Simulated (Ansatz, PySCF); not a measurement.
2-fluorobut-1-ene (C₄H₇F), SMILES C=C(F)CC.

Geometry: TPSSh-D3(BJ)/def2-SVP. One conformer was computed; it need not be the lowest.

Vertical ionisation energy (IE) and electron affinity (EA) in eV. Rows of orbital energies are one-electron estimates. Where ΔSCF, EOM or ADC give a negative EA the extra electron is unbound and the value depends on the basis.

```
level                                                                       IE     EA
------------------------------------------------------------------------  ----  -----
−ε(HOMO), −ε(LUMO), HF/def2-TZVP (PySCF)                                  9.93  -3.69
−ε(HOMO), −ε(LUMO), PBE/def2-TZVP (PySCF)                                 6.07   0.64
ΔSCF, CAM-B3LYP/def2-SVPD (Ansatz), final states of multiplicity 2 and 2   [?]    [?]
ΔSCF, PBE/def2-SVPD (Ansatz), final states of multiplicity 2 and 2        9.53  -1.54
```

What belongs in the gaps? (An estimate is asked for; the answer gives what the named calculation found.)


- ΔSCF, CAM-B3LYP/def2-SVPD (Ansatz, an electronic-structure program), final states of multiplicity 2 and 2, IE: 9.74
- ΔSCF, CAM-B3LYP/def2-SVPD (Ansatz), final states of multiplicity 2 and 2, EA: -1.84

What vertical singlet–triplet gap does ΔSCF give with CAM-B3LYP/def2-SVPD (Ansatz) and with PBE/def2-SVPD (Ansatz)? (Estimate from the structure and the level; the computed values follow.)

4.36 and 4.43 eV (triplet above singlet where positive).
